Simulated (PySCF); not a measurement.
H$_{2}$FNSi, singlet, at a GFN2-xTB geometry, with bond 4-3 at 1.8 times its length; CASSCF(6,6)/def2-SVP (PySCF).

PySCF was given this input:
```python
from pyscf import gto, scf, mcscf
import numpy

mol = gto.M(
    atom='''
Si   -0.36987679    0.14038541    0.52982896
F     0.84303482    1.01948402   -0.15708767
N    -0.27552124   -1.14468521   -0.58510570
H     0.91051030   -1.18936315   -1.96602414
H    -0.86377480   -1.95844905   -0.55579390
''',
    basis='def2-svp',
    verbose=4,
)

mf = scf.RHF(mol)
mf.kernel()
mc = mcscf.CASSCF(mf, 6, 6)
mc.fix_spin_(ss=0.0)
mc.kernel()
occ = numpy.linalg.eigvalsh(mc.fcisolver.make_rdm1(mc.ci, mc.ncas, mc.nelecas))[::-1]
ss = mc.fcisolver.spin_square(mc.ci, mc.ncas, mc.nelecas)[0]
print('natural occupations', occ.round(4), ' <S^2>', round(ss, 4))
```

Output, abridged:

```
PySCF version 2.14.0

[INPUT] verbose = 4
[INPUT] num. atoms = 5
[INPUT] num. electrons = 32
[INPUT] charge = 0
[INPUT] spin (= nelec alpha-beta = 2S) = 0
[INPUT] symmetry False subgroup None
[INPUT] Mole.unit = angstrom
[INPUT] Symbol           X                Y                Z      unit          X                Y                Z       unit  Magmom
[...]
nuclear repulsion = 98.8172288948521
number of shells = 26
number of NR pGTOs = 98
number of NR cGTOs = 56
basis = def2-svp
ecp = {}

******** <class 'pyscf.scf.hf.RHF'> ********
method = RHF
initial guess = minao
damping factor = 0
level_shift factor = 0
DIIS = <class 'pyscf.scf.diis.CDIIS'>
diis_start_cycle = 1
diis_space = 8
diis_damp = 0
SCF conv_tol = 1e-09
SCF conv_tol_grad = None
SCF max_cycles = 50
direct_scf = True
direct_scf_tol = 1e-13
Set gradient conv threshold to 3.16228e-05
Initial guess from minao.
init E= -443.373173164253
[...]
cycle= 1 E= -443.592383207225  delta_E= -0.219  |g|= 0.514  |ddm|= 2.04
[...]
cycle= 2 E= -443.639233357636  delta_E= -0.0469  |g|= 0.33  |ddm|= 0.601
[...]
cycle= 3 E= -443.658363986376  delta_E= -0.0191  |g|= 0.0439  |ddm|= 0.209
[...]
cycle= 4 E= -443.660055897285  delta_E= -0.00169  |g|= 0.0171  |ddm|= 0.102
[...]
cycle= 5 E= -443.660261686633  delta_E= -0.000206  |g|= 0.00928  |ddm|= 0.0326
[...]
cycle= 6 E= -443.660316666358  delta_E= -5.5e-05  |g|= 0.00252  |ddm|= 0.0156
[...]
cycle= 7 E= -443.660325002157  delta_E= -8.34e-06  |g|= 0.000679  |ddm|= 0.00771
[...]
cycle= 8 E= -443.660325476963  delta_E= -4.75e-07  |g|= 0.000147  |ddm|= 0.00185
[...]
cycle= 9 E= -443.660325496651  delta_E= -1.97e-08  |g|= 3.44e-05  |ddm|= 0.000362
[...]
cycle= 10 E= -443.66032549771  delta_E= -1.06e-09  |g|= 8.36e-06  |ddm|= 9.56e-05
[...]
cycle= 11 E= -443.660325497772  delta_E= -6.21e-11  |g|= 2.5e-06  |ddm|= 2.39e-05
[...]
Extra cycle  E= -443.660325497776  delta_E= -3.87e-12  |g|= 1.23e-06  |ddm|= 4.77e-06
converged SCF energy = -443.660325497776

******** <class 'pyscf.mcscf.mc1step.CASSCF'> ********
CAS (3e+3e, 6o), ncore = 13, nvir = 37
max_cycle_macro = 50
max_cycle_micro = 4
conv_tol = 1e-07
conv_tol_grad = None
orbital rotation max_stepsize = 0.02
orbital rotation threshold for CI restart = 0.01
augmented hessian ah_max_cycle = 30
augmented hessian ah_conv_tol = 1e-12
augmented hessian ah_linear dependence = 1e-14
augmented hessian ah_level shift = 1e-08
augmented hessian ah_start_tol = 2.5
augmented hessian ah_start_cycle = 3
[...]
conv_tol = 1e-08
davidson only = True
linear dependence = 1e-12
level shift = 0.001
max iter space = 12
nroots = 1
pspace_size = 400
spin = None
CASCI E = -443.717958212742  S^2 = 0.0000000
Set conv_tol_grad to 0.000316228
macro iter   1 ( 21 JK    4 micro), CASSCF E = -443.749755458790  dE = -3.17972460e-02  S^2 = 0.0000000
               |grad[o]|=0.0866  |grad[c]|=0.0397  |ddm|=0.0858  |maxRot[o]|=0.308
macro iter   2 ( 21 JK    4 micro), CASSCF E = -443.753624682490  dE = -3.86922370e-03  S^2 = 0.0000000
               |grad[o]|=0.0361  |grad[c]|=0.0138  |ddm|=0.0356  |maxRot[o]|=0.116
macro iter   3 ( 21 JK    4 micro), CASSCF E = -443.755292793352  dE = -1.66811086e-03  S^2 = 0.0000000
               |grad[o]|=0.0116  |grad[c]|=0.013  |ddm|=0.0167  |maxRot[o]|=0.141
macro iter   4 ( 17 JK    4 micro), CASSCF E = -443.755610857923  dE = -3.18064571e-04  S^2 = 0.0000000
               |grad[o]|=0.00636  |grad[c]|=0.00414  |ddm|=0.0119  |maxRot[o]|=0.0796
macro iter   5 ( 17 JK    4 micro), CASSCF E = -443.755937517344  dE = -3.26659421e-04  S^2 = 0.0000000
               |grad[o]|=0.00598  |grad[c]|=0.00209  |ddm|=0.00588  |maxRot[o]|=0.0287
macro iter   6 ( 14 JK    4 micro), CASSCF E = -443.756094680922  dE = -1.57163578e-04  S^2 = 0.0000000
               |grad[o]|=0.00369  |grad[c]|=0.00128  |ddm|=0.00253  |maxRot[o]|=0.0217
macro iter   7 ( 11 JK    4 micro), CASSCF E = -443.756166779692  dE = -7.20987708e-05  S^2 = 0.0000000
               |grad[o]|=0.00225  |grad[c]|=0.000738  |ddm|=0.00105  |maxRot[o]|=0.015
macro iter   8 (  9 JK    4 micro), CASSCF E = -443.756189132403  dE = -2.23527109e-05  S^2 = 0.0000000
               |grad[o]|=0.00117  |grad[c]|=0.000252  |ddm|=0.000614  |maxRot[o]|=0.0111
macro iter   9 (  6 JK    2 micro), CASSCF E = -443.756191294505  dE = -2.16210179e-06  S^2 = 0.0000000
               |grad[o]|=0.000361  |grad[c]|=7.76e-05  |ddm|=0.000167  |maxRot[o]|=0.00419
macro iter  10 (  4 JK    1 micro), CASSCF E = -443.756191326492  dE = -3.19872697e-08  S^2 = 0.0000000
               |grad[o]|=4.84e-05  |grad[c]|=4.59e-05  |ddm|=0.000108  |maxRot[o]|=0.000485
1-step CASSCF converged in  10 macro (141 JK  35 micro) steps
CASSCF canonicalization
Density matrix diagonal elements [1.86348961 1.95454416 1.90105966 0.19520043 0.04658313 0.03912301]
CASSCF energy = -443.756191326492
CASCI E = -443.756191326492  E(CI) = -7.60847345025905  S^2 = 0.0000000
natural occupations [1.9638 1.9612 1.8032 0.1997 0.04   0.0322]  <S^2> 0.0
```
